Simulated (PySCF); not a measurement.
# Electron correlation in Pb (lead, neutral)

[Xe] 4f14 5d10 6s1 6p2 7s1, high-spin 5P determinant (an excited configuration). All numbers are calculated (PySCF 2.14, scalar relativity by spin-free X2C-1e, in aug-cc-pwCVTZ-DK3 (11s10p8d5f1g, 125 functions)). Frozen: [Xe] 4f14 5d10; 4 electrons correlated.

| level | correlation energy (mhartree) |
| --- | --- |
| CCSD | -17.82 |
| (T) | -0.29 |
| CCSD(T) | -18.11 |

Diagnostics: T1 = 0.0090, D1 = 0.0234, largest double amplitude 0.031.

Q: Is a single reference adequate?

A: Yes, within this model without spin-orbit coupling: T1 lies below 0.03 and no double amplitude reaches 0.07.

Spin-orbit coupling is strong in this species, so the high-spin LS determinant is a model state.
